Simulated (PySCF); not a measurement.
A structure optimised at B3LYP-D3(BJ)/def2-SVP, used in a PySCF frequency run:

```
Ge
F 1 1.7188
F 1 1.7188 2 105.93
Cl 1 2.1228 2 109.43 3 117.87
Cl 1 2.1228 2 109.43 3 -117.87
```
Charge 0, spin multiplicity 1.

Problem. Write its SMILES, formula and point group.

Solution. [F][Ge]([F])([Cl])[Cl], Cl2F2Ge, C2v

Problem. What are its rotational constants (standard atomic weights)?

Solution. 2.5376, 1.7216, 1.4454 GHz
